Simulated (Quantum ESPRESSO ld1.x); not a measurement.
Task: Radial electron density D(r) = 4 pi r^2 rho(r) of an atom or ion with 30 electrons. All-electron calculation, Dirac Kohn-Sham, PW91, spin-unpolarised, spherical densities, point nucleus. Program: ld1.x of Quantum ESPRESSO 7.5.

r (bohr),D(r) (e/bohr)
0.006368,9.239
0.008292,13.59
0.0108,19.23
0.01395,25.72
0.01816,32.63
0.02346,38.14
0.03055,40.81
0.03978,39.44
0.05138,35.57
0.0669,33.08
0.08642,36.08
0.1125,43.67
0.1465,47.64
0.1893,41.29
0.2465,29.25
0.3184,24.55
0.4146,28.87
0.5398,30.16
0.6973,22.26
0.908,11.51
1.173,5.147
1.527,2.532
1.989,1.261
2.569,0.4375
3.345,0.07821
4.321,0.006118
5.627,0.0001354

What is the nuclear charge?

Result: Z = 33. The innermost maximum, from 1s, lies near gamma/Z bohr with gamma = sqrt(1 - (Z/c)^2) = 0.971, here 0.0294 bohr (found: 0.0318), and its height grows with Z. The density is that of the arsenic ion As3+ in [Ar] 3d10 4s2; the configuration itself is not fixed sharply by these data, and Z only to about a unit. D(r) has 3 maxima, at r = 0.0318, 0.143, 0.494 bohr, and minima at 0.0669, 0.311 bohr, inside which lie 2.09, 10.98 electrons.
